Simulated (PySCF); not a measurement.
1-methyl-2,5-dihydropyrrole (C5H9N), SMILES C1CN(CC=1)C.

Geometry: B3LYP-D3(BJ)/def2-SVP. The values are those of a single conformer.

Two levels are set side by side: TDDFT-PBE/def2-SVPD (PySCF) and TDDFT-M06-2X/def2-SVPD (PySCF). Vertical, same geometry. The lowest singlet is HOMO→LUMO 99 % with PBE and HOMO→LUMO+1 99 % with the other functional; states are paired by order. Differences are taken from unrounded values.

```json
[
 {"quantity": "lowest singlet excitation (eV)", "TDDFT-M06-2X": "5.57", "TDDFT-PBE": "3.97", "TDDFT-PBE minus TDDFT-M06-2X": "-1.61"},
 {"quantity": "lowest triplet excitation (TDA) (eV)", "TDDFT-M06-2X": "4.55", "TDDFT-PBE": "3.78", "TDDFT-PBE minus TDDFT-M06-2X": "-0.77"}
]
```

A lower first singlet is the usual sign of a functional without exact exchange. Differences between two approximate levels are no errors against the true value.

Rough cost on one machine, each run with all the roots and properties that it gave: TDDFT-M06-2X against TDDFT-PBE about 20 times.
